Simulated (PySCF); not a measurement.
## Sn₂S: one-bond stretch

These are results of PBE0/[S def2-SVP, Sn def2-SVP with ECP28], scalar-relativistic core potentials, density fitting, no spin–orbit coupling, PySCF, not measurements.

Rigid scan from the singlet minimum (Sn–Sn 2.914 Å, S–Sn 2.458 Å (×2); Sn–S–Sn 72.7°, S–Sn–Sn 53.7° (×2)). Coordinate: the bond from S to the last atom (Sn) scaled, the rest fixed. Energies in kJ/mol from the minimum.

Predict the curve at 0.92, 0.96, 1.00, 1.05, 1.12, 1.20, 1.35, 1.55, 1.80, 2.20.


```tsv
scale of one bond	E (kJ/mol)	dipole size (D)
0.92	27.8	1.85
0.96	6.2	2.03
1.00	0.0	2.24
1.05	7.3	2.50
1.12	34.8	2.85
1.20	78.1	3.22
1.35	165.2	3.77
1.55	259.0	–
1.80	326.8	–
2.20	365.7	–
```

At long bonds a restricted determinant can lie too high, and another spin state can fall below this curve.
